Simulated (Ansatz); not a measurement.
This geometry of C₂H₈AlNO₂ (14 atoms, charge 0, multiplicity 1) is a first-order saddle point.

The calculation used RKS B3LYP-D4/STO-3G (Ansatz).

```xyz
14
Properties=species:S:1:pos:R:3
C 0.422 -0.243 2.345
Al 1.087 0.210 0.614
C -0.161 0.202 -0.903
N -1.059 -1.044 -0.797
O -1.174 1.290 -0.883
O 0.581 0.261 -2.176
H 0.950 -1.111 2.763
H -0.647 -0.490 2.330
H 0.560 0.578 3.061
H 2.511 0.628 0.393
H -0.488 -1.816 -1.256
H -1.830 -0.881 -1.515
H -0.588 2.117 -1.071
H -0.178 0.269 -2.877
```

(1) Which two structures does it join? (They come from a converged band through this point; their orientation in space is the band's.)

(2) How far does it lie above each of them?

Answers

(1) Bonds broken: Al2–O5. Bonds formed: Al2–N4. The height of N4 over the plane of its neighbours goes from 0.41 to -0.38 Å.

Image 0:

```xyz
14
Properties=species:S:1:pos:R:3
C 0.356 -0.326 2.173
Al 0.933 0.519 0.554
C 0.129 -0.152 -1.066
N -0.927 -1.167 -1.176
O -0.536 1.226 -0.361
O 0.572 0.283 -2.348
H 1.010 -1.164 2.454
H -0.662 -0.733 2.101
H 0.357 0.367 3.026
H 2.148 1.383 0.429
H -1.179 -1.511 -0.213
H -1.816 -0.733 -1.557
H -0.204 1.958 -0.999
H -0.194 0.020 -2.986
```

Image 10:

```xyz
14
Properties=species:S:1:pos:R:3
C 0.236 0.038 2.130
Al 0.989 -0.339 0.406
C 0.067 0.561 -1.042
N -0.301 -1.127 -0.746
O -1.186 1.265 -1.006
O 0.550 0.649 -2.378
H 0.289 -0.828 2.804
H -0.823 0.330 2.082
H 0.762 0.857 2.640
H 2.380 -0.841 0.179
H -0.064 -1.718 -1.582
H -1.316 -1.292 -0.525
H -1.293 1.531 -0.023
H -0.302 0.885 -2.910
```

(2) 1.07 eV above the first and 1.13 eV above the second. This is the barrier of this one path; another mechanism may lie lower. The orbitals stay closed-shell, which can raise the energy where a bond breaks towards radicals; this wasn't checked here. Limits of this set-up: minimal basis.

The run took 9.8 min on 1 thread of Arm Neoverse V2, on a shared host, peak memory 0.12 GiB.
